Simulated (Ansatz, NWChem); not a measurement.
## Heat of formation of HI (hydrogen iodide) from total energies

HI has 2 atoms, charge 0, and is taken as a singlet. As SMILES, `I`. The coordinates come from a PBE0-D4/def2-TZVP relaxation.

```xyz
2

I    -0.6839    0.2458   -0.3462
H     0.6839   -0.2458    0.3462
```

Total energies at SVWN5/def2-TZVPPD (core potential) (NWChem 7.3.0); the atoms run unrestricted:

```
species    state  energy (Eh)
     HI  singlet  -297.883567
      I  doublet  -297.258706
      H  doublet    -0.478344
```

Harmonic wavenumbers at PBE0-D4/def2-TZVP, in cm⁻¹: 2344.

Measured heats of formation of the gaseous atoms at 298.15 K, in kJ/mol: I 106.8, H 218.0. Spin-orbit lowering of the atoms at 298 K (mean of the ground term's levels less their thermal mean, from spectra), in kJ/mol: I 30.32. Take 1 Eh = 2625.50 kJ/mol, 1 cm⁻¹ = 0.0119627 kJ/mol, RT = 2.479 kJ/mol.

Problem. Work out the heat of formation of the gas at 298 K.

Solution. 
1. Electronic atomisation energy: (-297.258706) + (-0.478344) − (-297.883567) = 0.146517 Eh = 384.7 kJ/mol.
2. Zero-point energy: half the sum of the wavenumbers, 1172 cm⁻¹ = 14.0 kJ/mol.
3. Thermal vibrational enthalpy, Σ hcν̃/(exp(hcν̃/kT) − 1): 0.0 kJ/mol. Translation, rotation and pV of a linear molecule: 3.5 RT = 8.7 kJ/mol.
4. The 2 free atoms carry 5/2 RT each: 12.4 kJ/mol.
5. Spin-orbit coupling lowers the free atoms by 30.32 = 30.3 kJ/mol.
6. Atomisation enthalpy at 298 K: 384.7 − 30.3 − 14.0 − 0.0 − 8.7 + 12.4 = 344.1 kJ/mol.
7. Sum of the atoms' heats of formation: 324.8 kJ/mol. Heat of formation: 324.8 − 344.1 = -19.3 kJ/mol.

The tabulated value is +26.5 kJ/mol (Active Thermochemical Tables), so this level is off by -45.8 kJ/mol, or 15.3 % of the atomisation enthalpy. The LDA overbinds, which puts heats of formation too low. Anharmonicity and any spin-orbit splitting of the molecule are left out.
